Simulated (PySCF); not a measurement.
Compound: GaH2(OEt), C2H7GaO.
Bonds: Ga1–O4, O4–C5, C5–C6. Hydrogens: H2, H3 on Ga1; H7, H8 on C5; H9, H10, H11 on C6.

Computed with PBE0-D3(BJ)/def2-SVP geometry optimisation, gas phase (PySCF).

Task: Give the optimised bond lengths and angles.

Result: 
```csv
bond,length (bohr)
Ga1–H2,2.942
Ga1–H3,2.961
Ga1–O4,3.371
O4–C5,2.646
C5–C6,2.864
"C5–H7, C5–H8",2.094
"C6–H9, C6–H10, C6–H11",2.081
```

Bonds in one row agree within 0.02 bohr and their mean is given. A selection of angles:
```csv
angle,degrees
H2–Ga1–H3,130.4
H2–Ga1–O4,113.6
H3–Ga1–O4,116.0
Ga1–O4–C5,125.8
O4–C5–C6,111.2
O4–C5–H7,108.5
O4–C5–H8,111.8
C6–C5–H7,109.4
H7–C5–H8,106.3
C5–C6–H9,111.1
C5–C6–H11,110.2
H9–C6–H10,108.2
```

Dihedral angles: Ga1–O4–C5–C6 110° (anticlinal). The mirror-image conformer, all signs reversed, is as good.

O4 (oxygen bonded to C and Ga) is bent (angle 125.8°). Ga1 (gallium bonded to O and 2 H) is planar (angles 130.4°, 116.0° and 113.6°, sum 360.0°, 0.00 Å off the plane of its three neighbours).

Point group: C1 (no symmetry element, even within 0.4 Å). Whether it is a minimum is left open (no frequencies). One conformer, not necessarily the lowest (H–Ga1–O4–C5 -178° and 3°, Ga1–O4–C5–C6 110°).
